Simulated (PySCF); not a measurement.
C₃H₂F₃, SMILES C=C(F)[C](F)F, multiplicity 2.

Coordinates come from a B3LYP-D3(BJ)/def2-SVP optimisation. The isomer is the one that the SMILES or the coordinates give; other isomers of the formula were not compared. Other conformers were not sampled.

These are r2SCAN/def2-TZVP (PySCF) values and carry that method's errors.

Gas-phase values at a fixed geometry.

```yaml
total_energy: -414.96049 hartree
point_group: Cs
"α spin, highest occupied and lowest empty level": -5.04 and 0.38 eV
"β spin, highest occupied and lowest empty level": -7.10 and -2.75 eV
dipole_moment: 1.16 D
quadrupole, principal values (traceless, Buckingham form, about the centre of nuclear charge): -2.48, -0.55, 3.03 D·Å
mean_static_polarisability: 39.6 bohr³ (5.87 Å³)
polarisability_principal_values: 25.0, 37.2, 56.7 bohr³
"⟨S²⟩": 0.788 (pure state 0.75)
```
